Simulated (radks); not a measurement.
Values are calculated unless marked as measured or tabulated.
All-electron atom: the neon ion Ne8+ in [He].

Level of theory: scalar-relativistic Kohn-Sham, PBE, spin-unpolarised, spherical densities, point nucleus (a radial shooting solver on a logarithmic mesh with Libxc functionals).

Energy parts (eV):
total: -2555.550
kinetic: 2560.807
electron-nucleus: -5282.151
Hartree: 327.965
exchange-correlation: -162.171

Orbitals (lengths in bohr, moments of r in powers of bohr; r(max) is where P^2 peaks; r(90%) holds 90 % of the orbital's charge):
orbital  occ.  eigenvalue (eV)  r(90%)  r(max)
1s          2        -1136.141   0.279  0.1022

The highest occupied level is 1s at -1136.1 eV. For comparison, the ionisation energy in NIST's Atomic Spectra Database is 1195.8 eV (theoretical). In exact Kohn-Sham theory the highest level is minus the ionisation energy, but local and semilocal functionals leave it too shallow, through self-interaction and a potential that decays too fast; potentials with the right tail come closer. Summed over all electrons, <r^2> = 0.06545 bohr^2, which gives a Langevin (diamagnetic) susceptibility term of -0.0518 x 10^-6 cm^3/mol. The density falls to 0.001 e/bohr^3 at r = 0.70 bohr.
